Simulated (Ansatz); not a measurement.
The cluster Be2Cl4⁻. Total charge -1; doublet. Geometry B3LYP-D4/def2-SVPD; atoms count from 1.

```xyz
6

Be   -1.0876   -0.3806    0.0341
Be    1.0879    0.3843   -0.0377
Cl   -1.2882   -2.2042   -0.5445
Cl    1.5835    1.1916   -1.7116
Cl    2.0605    0.0878    1.5950
Cl   -2.3560    0.9212    0.6647
```

The structure comes from a short search, and lower isomers may exist.

**Question.** Estimate the Mulliken populations from the PBE0/def2-TZVPD orbitals of Ansatz.

**Answer.** 
| atom | charge (e) | spin (α − β) |
| --- | --- | --- |
| Be1 | 0.10 | 0.39 |
| Be2 | 0.10 | 0.39 |
| Cl3 | -0.30 | 0.06 |
| Cl4 | -0.30 | 0.06 |
| Cl5 | -0.30 | 0.06 |
| Cl6 | -0.30 | 0.06 |
Mulliken values and Mayer orders depend strongly on the basis. With diffuse functions, as here, like atoms can get unlike values, and bond orders can come out too low or too high.

**Question.** Where does the spin sit?

**Answer.** Summed by element: Be 0.78, Cl 0.22, of 1 unpaired in all. Largest on single atoms: Be2 0.39, Be1 0.39, Cl5 0.06.

**Question.** And the Mayer bond orders between bonded heavy atoms (over 0.3)?

**Answer.** Be1–Be2 0.41 (2.31 Å); Be1–Cl3 1.13 (1.92 Å); Be1–Cl6 1.13 (1.92 Å); Be2–Cl4 1.13 (1.92 Å); Be2–Cl5 1.13 (1.92 Å).
